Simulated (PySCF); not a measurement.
C2H4BFO2, SMILES FB1OCOC1. Atoms are numbered in the order given.

```xyz
10

F     -1.6289     1.1342    -0.7698
B     -0.6272     0.4166    -0.3002
C     -0.5988    -1.0840     0.1864
O      0.6835    -1.1357     0.8010
C      1.4685    -0.1192     0.2679
O      0.6189     0.9222    -0.1782
H     -0.6849    -1.8066    -0.6517
H     -1.3675    -1.3530     0.9269
H      2.1463     0.2621     1.0476
H      2.0645    -0.4669    -0.6011
```

The structure is a stationary point at PBE0-D3(BJ)/def2-SVP. This is a generated structure with no PubChem entry under its InChIKey; it may be hypothetical. Other conformers were not sampled.

Two levels are set side by side: PBE/pcSseg-1 (PySCF) and PBE0/pcSseg-1 (PySCF). GIAO shifts against BF3 (¹¹B), CFCl3 (¹⁹F), H2O (¹⁷O), TMS (¹H), TMS (¹³C) at the same level; non-relativistic, no solvent, atoms listed together averaged. Differences are taken from unrounded values.

```tsv
quantity	PBE0
δ(¹⁹F) of F1 (ppm)	-122.6
δ(¹¹B) of B2 (ppm)	22.5
δ(¹³C) of C3 (ppm)	55.7
δ(¹⁷O) of O4 (ppm)	51.6
δ(¹³C) of C5 (ppm)	101.6
δ(¹⁷O) of O6 (ppm)	195.1
```

### Question
What does PBE give, and how far is it from PBE0? (Estimate from the structure and the level; the computed values follow.)

### Answer

```json
[
 {"quantity": "δ(¹⁹F) of F1 (ppm)", "PBE": "-140.1", "PBE minus PBE0": "-17.5"},
 {"quantity": "δ(¹¹B) of B2 (ppm)", "PBE": "22.1", "PBE minus PBE0": "-0.5"},
 {"quantity": "δ(¹³C) of C3 (ppm)", "PBE": "57.8", "PBE minus PBE0": "2.1"},
 {"quantity": "δ(¹⁷O) of O4 (ppm)", "PBE": "67.6", "PBE minus PBE0": "16.0"},
 {"quantity": "δ(¹³C) of C5 (ppm)", "PBE": "105.7", "PBE minus PBE0": "4.1"},
 {"quantity": "δ(¹⁷O) of O6 (ppm)", "PBE": "213.0", "PBE minus PBE0": "17.9"}
]
```

Rough cost on one machine, each run with all the roots and properties that it gave: PBE0 against PBE within a factor of 2.
